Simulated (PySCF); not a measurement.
**Spinor energies of Os²⁺ (osmium, charge +2)**

Start: [Xe] 4f14 5d5 6p1; 5d5/2 filled at m_j = -3/2, -1/2, +1/2, +3/2, +5/2; 6p3/2 filled at m_j = +3/2. Calculated with PySCF 2.14 in x2c-SVPall-2c with one added diffuse shell each of s, d type (8s9p10d2f, 99 functions): generalised Hartree-Fock with the X2C-1e Hamiltonian and a Gaussian nucleus; one run each with spin-orbit coupling (SO) switched off, then screened by Boettger's factors. This is a chosen level, not necessarily the ground level.

```json
{"spinor shell": "1s1/2", "electrons": "2", "ε, spin-free (eV)": "-74298.7", "ε, screened SO (eV)": "-74274.0", "weight of nominal j (screened SO)": "1.000", "rms radius, screened SO (bohr)": "0.0201"}
{"spinor shell": "2s1/2", "electrons": "2", "ε, spin-free (eV)": "-13105.6", "ε, screened SO (eV)": "-13097.8", "weight of nominal j (screened SO)": "1.000", "rms radius, screened SO (bohr)": "0.0809"}
{"spinor shell": "2p1/2", "electrons": "2", "ε, spin-free (eV)": "-11422.2", "ε, screened SO (eV)": "-12519.7", "weight of nominal j (screened SO)": "1.000", "rms radius, screened SO (bohr)": "0.0687"}
{"spinor shell": "2p3/2", "electrons": "4", "ε, spin-free (eV)": "-11422.2", "ε, screened SO (eV)": "-10982.4", "weight of nominal j (screened SO)": "1.000", "rms radius, screened SO (bohr)": "0.0764"}
{"spinor shell": "3s1/2", "electrons": "2", "ε, spin-free (eV)": "-3133.1", "ε, screened SO (eV)": "-3130.4", "weight of nominal j (screened SO)": "1.000", "rms radius, screened SO (bohr)": "0.207"}
{"spinor shell": "3p1/2", "electrons": "2", "ε, spin-free (eV)": "-2630.5", "ε, screened SO (eV)": "-2872.4", "weight of nominal j (screened SO)": "1.000", "rms radius, screened SO (bohr)": "0.198"}
{"spinor shell": "3p3/2", "electrons": "4", "ε, spin-free (eV)": "-2630.5", "ε, screened SO (eV)": "-2531.5", "weight of nominal j (screened SO)": "1.000", "rms radius, screened SO (bohr)": "0.214"}
{"spinor shell": "3d3/2", "electrons": "4", "ε, spin-free (eV)": "-2061.2", "ε, screened SO (eV)": "-2103.1", "weight of nominal j (screened SO)": "1.000", "rms radius, screened SO (bohr)": "0.189"}
{"spinor shell": "3d5/2", "electrons": "6", "ε, spin-free (eV)": "-2061.2", "ε, screened SO (eV)": "-2030.6", "weight of nominal j (screened SO)": "1.000", "rms radius, screened SO (bohr)": "0.192"}
{"spinor shell": "4s1/2", "electrons": "2", "ε, spin-free (eV)": "-714.11", "ε, screened SO (eV)": "-713.24", "weight of nominal j (screened SO)": "1.000", "rms radius, screened SO (bohr)": "0.459"}
{"spinor shell": "4p1/2", "electrons": "2", "ε, spin-free (eV)": "-546.34", "ε, screened SO (eV)": "-603.62", "weight of nominal j (screened SO)": "1.000", "rms radius, screened SO (bohr)": "0.466"}
{"spinor shell": "4p3/2", "electrons": "4", "ε, spin-free (eV)": "-546.34", "ε, screened SO (eV)": "-522.65", "weight of nominal j (screened SO)": "1.000", "rms radius, screened SO (bohr)": "0.499"}
{"spinor shell": "4d3/2", "electrons": "4", "ε, spin-free (eV)": "-333.58", "ε, screened SO (eV)": "-342.20", "weight of nominal j (screened SO)": "0.999", "rms radius, screened SO (bohr)": "0.520"}
{"spinor shell": "4d5/2", "electrons": "6", "ε, spin-free (eV)": "-333.58", "ε, screened SO (eV)": "-326.89", "weight of nominal j (screened SO)": "0.999", "rms radius, screened SO (bohr)": "0.531"}
{"spinor shell": "5s1/2", "electrons": "2", "ε, spin-free (eV)": "-131.14", "ε, screened SO (eV)": "-130.95", "weight of nominal j (screened SO)": "1.000", "rms radius, screened SO (bohr)": "1.08"}
{"spinor shell": "5p1/2", "electrons": "2", "ε, spin-free (eV)": "-85.008", "ε, screened SO (eV)": "-95.543", "weight of nominal j (screened SO)": "0.908", "rms radius, screened SO (bohr)": "1.23"}
{"spinor shell": "4f5/2", "electrons": "6", "ε, spin-free (eV)": "-94.850", "ε, screened SO (eV)": "-96.107", "weight of nominal j (screened SO)": "0.976", "rms radius, screened SO (bohr)": "0.610"}
{"spinor shell": "4f7/2", "electrons": "8", "ε, spin-free (eV)": "-94.850", "ε, screened SO (eV)": "-93.137", "weight of nominal j (screened SO)": "0.982", "rms radius, screened SO (bohr)": "0.610"}
{"spinor shell": "5p3/2", "electrons": "4", "ε, spin-free (eV)": "-85.008", "ε, screened SO (eV)": "-80.301", "weight of nominal j (screened SO)": "0.955", "rms radius, screened SO (bohr)": "1.26"}
{"spinor shell": "5d5/2", "electrons": "5", "ε, spin-free (eV)": "-35.605", "ε, screened SO (eV)": "-35.532", "weight of nominal j (screened SO)": "0.496", "rms radius, screened SO (bohr)": "1.73"}
{"spinor shell": "6p3/2", "electrons": "1", "ε, spin-free (eV)": "-17.537", "ε, screened SO (eV)": "-17.331", "weight of nominal j (screened SO)": "1.000", "rms radius, screened SO (bohr)": "3.90"}
```

```csv
quantity,spin-free,screened SO
E (hartree),-17239.09244,-17261.56053
M_J,4,4
⟨J²⟩,20.003,20.004
⟨L²⟩,2.002,2.462
⟨S²⟩,12.002,11.603
```

Each row is a mean over spinors that exchange with the open shell spreads, by up to 9.726 eV (5p3/2).

Rows whose weight is well below 1 are mixtures of j = l ± 1/2: exchange outweighs spin-orbit coupling there, and the label is only the starting occupation.

Breit and QED terms are absent; they matter most for the inner s and p1/2 levels.

Densities and radii are taken from the X2C orbitals without a picture-change correction, which distorts them close to the nucleus.

Without spin-orbit coupling the j labels of p, d and f shells carry no meaning; the spin-free column gives the mean over the occupied spinors of each nl shell.
